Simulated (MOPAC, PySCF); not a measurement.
H$_{5}$BN$_{2}$, SMILES `NBN`, neutral singlet in the gas phase. 

Z-matrix (Å, degrees):
```
B
N 1 1.4119
H 2 1.0034 1 122.06
H 2 1.0060 3 113.52 1 -180.00
N 1 1.4119 2 122.84 3 -180.00
H 5 1.0034 1 122.06 2 180.00
H 5 1.0060 6 113.52 1 180.00
H 1 1.1955 2 118.58 3 0.00
```
Charge 0, spin multiplicity 1.

All levels are single points at this geometry (B3LYP-D3(BJ)/def2-TZVP); Pople sets use spherical d functions. Orbital energies aren't observables, and empty levels follow the basis.

PM6 in MOPAC gives HOMO (eV) = -8.98.

### Question
Estimate the HOMO (eV) from each of these levels: B3LYP-D3(BJ)/def2-TZVP in PySCF; M06-2X/def2-TZVP in PySCF; PBE-D3(BJ)/def2-TZVP in PySCF; B3LYP/3-21G in PySCF; B3LYP/6-311+G** in PySCF; B3LYP/6-31G* in PySCF; BP86/6-31G* in PySCF; HF/3-21G in PySCF; HF/STO-3G in PySCF; AM1 in MOPAC; PM3 in MOPAC; PM7 in MOPAC.

### Answer

```json
[
 {"level": "B3LYP-D3(BJ)/def2-TZVP in PySCF", "HOMO (eV)": "-6.63"},
 {"level": "M06-2X/def2-TZVP in PySCF", "HOMO (eV)": "-8.29"},
 {"level": "PBE-D3(BJ)/def2-TZVP in PySCF", "HOMO (eV)": "-5.47"},
 {"level": "B3LYP/3-21G in PySCF", "HOMO (eV)": "-5.81"},
 {"level": "B3LYP/6-311+G** in PySCF", "HOMO (eV)": "-6.69"},
 {"level": "B3LYP/6-31G* in PySCF", "HOMO (eV)": "-6.10"},
 {"level": "BP86/6-31G* in PySCF", "HOMO (eV)": "-5.03"},
 {"level": "HF/3-21G in PySCF", "HOMO (eV)": "-9.88"},
 {"level": "HF/STO-3G in PySCF", "HOMO (eV)": "-8.10"},
 {"level": "AM1 in MOPAC", "HOMO (eV)": "-9.35"},
 {"level": "PM3 in MOPAC", "HOMO (eV)": "-8.33"},
 {"level": "PM7 in MOPAC", "HOMO (eV)": "-8.99"}
]
```
